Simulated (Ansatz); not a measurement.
Al2SiO5. The state is a triplet with charge 0. Geometry PBE-D4/def2-SVP, that of the neutral singlet; atoms count from 1.

```xyz
8

Al    0.0654    0.0093   -0.1349
Al   -1.3810   -0.2034    2.9155
Si    1.0934    0.1612   -2.3091
O     1.3572   -0.8547   -0.9757
O    -0.1556    1.0314   -1.5592
O     1.7497    0.2582   -3.6968
O    -2.0760   -0.3051    4.3749
O    -0.6530   -0.0968    1.3853
```

At PBE0-D4/def2-TZVP a singlet of charge 0 lies 2.50 eV below the triplet at the same geometry. The structure comes from a short search, and lower isomers may exist.

Question: Estimate the Mulliken populations from the PBE0/def2-TZVP orbitals of Ansatz.

Answer: 
```tsv
atom	charge (e)	spin (α − β)
Al1	0.57	0.11
Al2	0.30	0.91
Si3	0.82	0.00
O4	-0.42	0.00
O5	-0.42	0.00
O6	-0.52	0.00
O7	-0.16	0.99
O8	-0.16	-0.02
```
Mulliken values depend strongly on the basis.

Question: Where does the spin sit?

Answer: Summed by element: Al 1.02, Si 0.00, O 0.98, of 2 unpaired in all. Largest on single atoms: O7 0.99, Al2 0.91, Al1 0.11.

Question: And the Mayer bond orders between heavy atoms (over 0.3)?

Answer: Al1–O4 1.06 (1.77 Å); Al1–O5 1.06 (1.77 Å); Al1–O8 1.25 (1.68 Å); Al2–O7 1.21 (1.62 Å); Al2–O8 1.10 (1.70 Å); Si3–O4 1.09 (1.70 Å); Si3–O5 1.09 (1.70 Å); Si3–O6 2.14 (1.54 Å).
